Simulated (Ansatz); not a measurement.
Breaking a bond: SiH (cation, charge +1), singlet.

RKS-PBE = Ansatz (a first-principles code) with restricted PBE/cc-pVDZ; UKS-PBE = unrestricted PBE/cc-pVDZ (Ansatz); RKS-B3LYP = restricted B3LYP/cc-pVDZ (Ansatz); FCI = full CI/cc-pVDZ, frozen core (Ansatz).

Energies relative to the lowest point of each curve near equilibrium, in kcal/mol; the last columns give the error against full CI:

| R / Å | RKS-PBE | UKS-PBE | RKS-B3LYP | FCI | RKS-PBE − FCI | UKS-PBE − FCI | RKS-B3LYP − FCI |
|---|---|---|---|---|---|---|---|
| 1.21 | 32.7 | 32.7 | 30.5 | 29.5 | 3.2 | 3.2 | 1.1 |
| 1.31 | 13.9 | 13.9 | 12.5 | 11.6 | 2.3 | 2.3 | 0.9 |
| 1.36 | 8.1 | 8.1 | 7.0 | 6.3 | 1.8 | 1.8 | 0.7 |
| 1.43 | 2.9 | 2.9 | 2.2 | 1.8 | 1.0 | 1.0 | 0.4 |
| 1.47 | 1.2 | 1.2 | 0.8 | 0.5 | 0.6 | 0.6 | 0.2 |
| 1.52 | 0.1 | 0.1 | 0.0 | 0.0 | 0.1 | 0.1 | 0.0 |
| 1.57 | 0.0 | 0.0 | 0.2 | 0.4 | -0.4 | -0.4 | -0.2 |
| 1.63 | 0.9 | 0.9 | 1.5 | 1.9 | -1.0 | -1.0 | -0.4 |
| 1.65 | 1.4 | 1.4 | 2.1 | 2.6 | -1.2 | -1.2 | -0.5 |
| 1.80 | 7.6 | 7.6 | 9.1 | 10.0 | -2.3 | -2.3 | -0.9 |
| 1.87 | 11.5 | 11.5 | 13.3 | 14.2 | -2.7 | -2.7 | -0.9 |
| 2.06 | 23.3 | 23.3 | 26.0 | 26.5 | -3.1 | -3.1 | -0.4 |
| 2.27 | 37.0 | 37.0 | 40.5 | 39.3 | -2.3 | -2.3 | 1.3 |
| 2.51 | 51.5 | 51.5 | 56.0 | 51.1 | 0.3 | 0.3 | 4.8 |
| 2.72 | 62.5 | 60.7 | 67.8 | 58.7 | 3.9 | 2.0 | 9.2 |
| 3.06 | 76.7 | 67.2 | 83.3 | 66.0 | 10.7 | 1.2 | 17.2 |
| 3.32 | 84.8 | 69.2 | 92.3 | 69.0 | 15.8 | 0.2 | 23.3 |
| 3.74 | 93.8 | 70.7 | 102.7 | 71.2 | 22.6 | -0.5 | 31.5 |
| 4.14 | 99.0 | 71.5 | 109.1 | 71.9 | 27.1 | -0.4 | 37.2 |
| 4.60 | 102.3 | 72.0 | 113.4 | 72.2 | 30.1 | -0.2 | 41.3 |
| 5.44 | 104.3 | 72.0 | 116.9 | 72.3 | 32.1 | -0.3 | 44.6 |
| 6.02 | 104.4 | 71.6 | 117.6 | 72.3 | 32.1 | -0.7 | 45.3 |

RKS-PBE is furthest from FCI at 6.02 (32.1 kcal/mol, above); its mean absolute error over the points is 9.0 kcal/mol.

UKS-PBE is furthest from FCI at 1.21 (3.2 kcal/mol, above); its mean absolute error over the points is 1.3 kcal/mol.

RKS-B3LYP is furthest from FCI at 6.02 (45.3 kcal/mol, above); its mean absolute error over the points is 11.9 kcal/mol.

The restricted form behind RKS-PBE, RKS-B3LYP keeps the bonding electrons paired and can't separate into open-shell fragments. The unrestricted solution behind UKS-PBE changes between 2.72 and 3.06 Å, which can leave a kink. The unrestricted determinant behind UKS-PBE is spin-contaminated at 2.72 to 6.02 Å (<S²> up to 1.0, against 0.00 for a pure singlet).
